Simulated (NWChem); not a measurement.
Species: C₄H₃BO; SMILES C#CB(O)C#C

```xyz
9

B     -0.4307    -0.0248     0.0000
C      0.3432     1.3063     0.0000
C      0.9423     2.3662     0.0000
H      1.4800     3.2979     0.0000
C      0.3236    -1.3599     0.0000
C      0.9526    -2.4016     0.0000
H      1.5027    -3.3259     0.0000
O     -1.7835    -0.0432     0.0000
H     -2.1606     0.8438     0.0000
```
Atoms are numbered in this order, from 1.

Computed with NWChem. Pople sets run with spherical d functions. Geometry: optimised at PBE0/def2-SVP. Atomic charges in e: unrestrained fits to the electrostatic potential beside Mulliken populations; buried atoms are poorly determined by the fit.

For level B3LYP/def2-SVP:

| Quantity | Result |
|---|---|
| ESP B1 | 0.70 |
| Mulliken B1 | -0.19 |
| Mulliken C2 | 0.11 |
| Mulliken C3 | -0.13 |
| Mulliken C5 | 0.19 |
| Mulliken C6 | -0.14 |

### Question
What are these values for level Hartree-Fock/6-31G*?

### Answer
* **ESP B1**: 0.92
* **Mulliken B1**: 0.58
* **Mulliken C2**: -0.21
* **Mulliken C3**: -0.28
* **Mulliken C5**: -0.16
* **Mulliken C6**: -0.29
